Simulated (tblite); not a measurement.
Isomers of C3H9NOSi. Computed with GFN2-xTB (tblite): harmonic, unscaled wavenumbers at the GFN2-xTB geometry, gas phase. Errors from tens to a few hundred cm⁻¹ against measured bands are possible. Modes of hydrogen on silicon can be 10 to 20 % off. One conformer each.

Electronic energies: GFN2-xTB at the same geometries; isomer energies are rough at this level and their order can be wrong.

```json
{"SMILES": "C=N[SiH2]OCC", "electronic energy, lowest = 0 (kcal/mol)": "22.4"}
{"SMILES": "C[C@@H](O)/C=N/[SiH3]", "electronic energy, lowest = 0 (kcal/mol)": "45.1"}
{"SMILES": "C=N[SiH2]COC", "electronic energy, lowest = 0 (kcal/mol)": "65.3"}
{"SMILES": "O[Si@H]1CCCN1", "electronic energy, lowest = 0 (kcal/mol)": "0.0"}
```

Task: How do GFN2-xTB zero-point energies change the relative energies?

Result: 
| SMILES | ZPE (kcal/mol) | of it from modes above 1550 cm⁻¹ | electronic (kcal/mol) | with ZPE, lowest = 0 (kcal/mol) | lowest mode (cm⁻¹) | rings |
| --- | --- | --- | --- | --- | --- | --- |
| O[Si@H]1CCCN1 | 76.3 | 38.9 | 0.0 | 0.0 | 104 | 1 |
| C=N[SiH2]OCC | 72.2 | 38.7 | 22.4 | 18.3 | 5 | 0 |
| C[C@@H](O)/C=N/[SiH3] | 70.5 | 38.3 | 45.1 | 39.3 | 68 | 0 |
| C=N[SiH2]COC | 71.4 | 38.2 | 65.3 | 60.4 | 42 | 0 |

The zero-point energies span 5.8 kcal/mol, from `C[C@@H](O)/C=N/[SiH3]` to `O[Si@H]1CCCN1`. The order is unchanged.

Task: What do entropy and thermal enthalpy add at 298.15 K and 1 bar (rigid rotor, harmonic oscillator, one conformer each)?

Result: 
```json
{"SMILES": "O[Si@H]1CCCN1", "point group": "C1", "symmetry number": "1", "S (cal/(mol K))": "82.2", "H − H(0) (kcal/mol)": "5.14", "ZPE + H − H(0) − TS (kcal/mol)": "56.9"}
{"SMILES": "C[C@@H](O)/C=N/[SiH3]", "point group": "C1", "symmetry number": "1", "S (cal/(mol K))": "90.5", "H − H(0) (kcal/mol)": "6.11", "ZPE + H − H(0) − TS (kcal/mol)": "49.6"}
{"SMILES": "C=N[SiH2]COC", "point group": "C1", "symmetry number": "1", "S (cal/(mol K))": "92.2", "H − H(0) (kcal/mol)": "6.18", "ZPE + H − H(0) − TS (kcal/mol)": "50.1"}
```

Not tabulated: `C=N[SiH2]OCC` (lowest mode only 5 cm⁻¹).
